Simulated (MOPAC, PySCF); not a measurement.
Breaking a bond: Ge(OH)4, SMILES [OH][Ge]([OH])([OH])[OH] (H4GeO4). The O1–H9 bond (O1 also carries Ge; H9 carries nothing else) is stretched with both fragments frozen at the PBE0/def2-TZVP optimised geometry. Each curve is given relative to its own lowest point near equilibrium.

| R / Å | A | B | C |
|---|---|---|---|
| 0.80 | 31.0 | 147.7 | 106.2 |
| 0.84 | 18.0 | 81.8 | 55.5 |
| 0.90 | 5.2 | 23.3 | 13.4 |
| 0.93 | 1.7 | 8.2 | 3.8 |
| 0.96 | 0.0 | 0.6 | 0.0 |
| 1.00 | 0.7 | 0.0 | 2.3 |
| 1.04 | 4.6 | 8.4 | 11.2 |
| 1.08 | 11.6 | 23.9 | 25.2 |
| 1.16 | 34.5 | 70.4 | 63.8 |
| 1.25 | 72.0 | 138.6 | 117.6 |
| 1.41 | 159.5 | 256.3 | 223.5 |
| 1.56 | 252.4 | 310.3 | 288.2 |
| 1.77 | 378.6 | 343.2 | 327.9 |
| 2.02 | 504.5 | 357.8 | 344.4 |
| 2.33 | 618.6 | 363.9 | 350.6 |
| 2.79 | 724.4 | 366.3 | 352.9 |

Energies in kJ/mol.

Problem. Match the curves with the methods MOPAC with PM6, restricted, heats of formation; unrestricted Hartree-Fock/3-21G (PySCF); unrestricted Hartree-Fock/STO-3G in PySCF 2.14.0.

Solution. A is PM6; B is UHF/STO-3G; C is UHF/3-21G.

The restricted form behind PM6 keeps the bonding electrons paired and can't separate into open-shell fragments. The unrestricted determinant behind UHF/STO-3G, UHF/3-21G is spin-contaminated at 1.41 to 2.79 Å (<S²> up to 1.0, against 0.00 for a pure singlet).
